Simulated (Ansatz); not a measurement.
Two structures of BSiH7O3, closed shell, reached by relaxing down either side of one saddle point (PBE0-D4/def2-TZVP). Energies are electronic, without zero-point energy. Computed with Ansatz 0.2.0 (basis: def2-TZVPP and def2-QZVPP); correlated methods freeze the cores. Extrapolation: Hartree–Fock as exp(−7.88 √X), correlation as X^−2.97. First:

```csv
atom,x (Å),y (Å),z (Å)
B1,1.7331,0.1195,-0.1742
H2,1.9055,0.8218,-1.1289
O3,1.9037,0.5612,1.1032
O4,1.4131,-1.1840,-0.3820
H5,-1.0292,1.2081,-1.3741
O6,-1.0017,0.9997,-0.4396
Si7,-1.8870,-0.2991,0.0694
H8,2.0933,1.4991,1.1535
H9,1.3212,-1.6658,0.4464
H10,-1.8909,-1.3854,-0.9450
H11,-1.2651,-0.7689,1.3295
H12,-3.2961,0.0940,0.3417
```

Second:

```
12
angstrom
B 0.8221 0.0076 0.6241
H 1.1466 1.1985 -2.2245
O 1.8444 0.8366 0.9894
O 1.0950 -1.2642 0.2117
H 0.7382 0.5951 -2.3869
O -0.4742 0.4324 0.6697
Si -1.8657 -0.3532 0.2504
H 1.5282 1.7013 1.2593
H 2.0349 -1.4578 0.2127
H -1.8327 -0.7475 -1.1804
H -2.0656 -1.5561 1.0963
H -2.9714 0.6074 0.4779
```

Question: Which bonds change from the first to the second?

Answer: BH₃O₂ ([OH][BH][OH]) + SiH₄O ([OH][SiH3]) → BSiH₅O₃ ([OH][B]([OH])[O][SiH3]) + H₂; bonds formed: B1–O6, H2–H5; bonds broken: B1–H2, H5–O6.

Question: Give the saddle point's structure and its height above each. (To be estimated.)

Answer: By the calculation: 1.466 eV above the first and 2.497 eV above the second (CCSD(T) at an estimated basis limit (MP2 extrapolated from triple and quadruple zeta, plus CCSD(T) − MP2 in triple zeta)).
B1  (1.032, 0.181, -0.066)
H2  (1.158, 0.775, -1.323)
O3  (1.859, 0.771, 0.870)
O4  (1.066, -1.200, -0.186)
H5  (0.137, 0.910, -1.020)
O6  (-0.486, 0.692, -0.037)
Si7  (-1.785, -0.364, 0.090)
H8  (1.746, 1.719, 0.954)
H9  (1.782, -1.576, 0.330)
H10  (-1.835, -1.272, -1.079)
H11  (-1.675, -1.125, 1.354)
H12  (-2.999, 0.488, 0.112)
(Å)

The T1 diagnostic stays at or below 0.013.

The step is the kind of ligand exchange by which a precursor binds to a hydroxyl group, or is hydrolysed, in atomic layer deposition of oxides.

Labels in which every atom is bracketed show which atoms are joined, not bond orders.

For scale, one of the runs: CCSD(T)/def2-TZVPP, 264 basis functions, launched by `ansatz run in.yaml --threads 8 --pin off --events-out ev --progress --plain --max-ram 19148MiB`. Time: 29 s of wall clock on 8 CPU threads of an Intel Xeon 6975P-C; the host was shared. Peak host memory: 7.3 GiB.
